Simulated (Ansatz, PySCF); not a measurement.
Potential energy curve for SH (anion, charge -1), singlet.

- RKS-PBE = restricted PBE/aug-cc-pVTZ (Ansatz, an electronic-structure program)
- UKS-PBE = unrestricted PBE/aug-cc-pVTZ run with Ansatz
- RKS-CAM-B3LYP = restricted CAM-B3LYP/aug-cc-pVTZ (PySCF)
- UCCSD(T) = CCSD(T) on UHF/aug-cc-pVTZ, 5 core orbitals frozen (PySCF)

Energies relative to the lowest point of each curve near equilibrium, in kJ/mol; the last columns give the difference from UCCSD(T):

```csv
R / Å,RKS-PBE,UKS-PBE,RKS-CAM-B3LYP,UCCSD(T),RKS-PBE − UCCSD(T),UKS-PBE − UCCSD(T),RKS-CAM-B3LYP − UCCSD(T)
1.02,256.3,256.3,244.8,249.7,6.6,6.6,-4.9
1.07,167.5,167.5,157.7,161.5,6.0,6.0,-3.7
1.15,74.3,74.3,67.4,69.8,4.5,4.5,-2.3
1.22,28.6,28.6,24.2,25.6,3.0,3.0,-1.4
1.27,10.6,10.6,7.9,8.7,1.9,1.9,-0.8
1.32,1.8,1.8,0.8,1.1,0.7,0.7,-0.3
1.35,0.0,0.0,0.0,0.0,0.0,0.0,0.0
1.39,1.0,1.0,2.3,1.9,-0.9,-0.9,0.4
1.43,5.1,5.1,7.7,6.8,-1.8,-1.8,0.9
1.50,18.0,18.0,22.9,21.1,-3.1,-3.1,1.8
1.58,38.8,38.8,46.3,43.2,-4.4,-4.4,3.1
1.68,70.0,70.0,80.7,75.5,-5.4,-5.4,5.2
1.80,110.6,110.6,125.0,116.5,-5.8,-5.8,8.5
2.00,177.3,177.3,197.6,184.5,-7.2,-7.2,13.1
2.23,244.7,244.7,271.7,251.5,-6.8,-6.8,20.2
2.45,297.4,295.5,330.7,302.1,-4.7,-6.7,28.6
2.68,340.8,328.9,380.6,338.1,2.7,-9.2,42.5
2.96,379.8,348.9,427.5,361.1,18.7,-12.1,66.5
3.27,409.5,358.9,465.8,372.1,37.3,-13.2,93.7
3.65,432.2,364.2,498.5,377.8,54.4,-13.6,120.8
4.07,445.9,366.7,522.4,380.4,65.6,-13.7,142.0
4.76,454.6,366.8,544.8,381.8,72.8,-15.0,163.0
5.33,455.6,364.8,554.5,382.4,73.2,-17.6,172.1
```

RKS-PBE is furthest from UCCSD(T) at 5.33 (73.2 kJ/mol, above); its mean absolute difference over the points is 16.8 kJ/mol.

UKS-PBE is furthest from UCCSD(T) at 5.33 (-17.6 kJ/mol, below); its mean absolute difference over the points is 6.9 kJ/mol.

RKS-CAM-B3LYP is furthest from UCCSD(T) at 5.33 (172.1 kJ/mol, above); its mean absolute difference over the points is 39.0 kJ/mol.

The restricted form behind RKS-PBE, RKS-CAM-B3LYP keeps the bonding electrons paired and can't separate into open-shell fragments. Where the anion isn't bound against loss of the electron, the finite basis alone holds it. The unrestricted determinant behind UKS-PBE is spin-contaminated at 2.45 to 5.33 Å (<S²> up to 1.0, against 0.00 for a pure singlet). At the longest distance RKS-CAM-B3LYP leaves fractional charges on the fragments, a sign of delocalisation error or of the restricted form. The unrestricted determinant behind UCCSD(T) is spin-contaminated at 2.00 to 5.33 Å (<S²> up to 1.0, against 0.00 for a pure singlet).
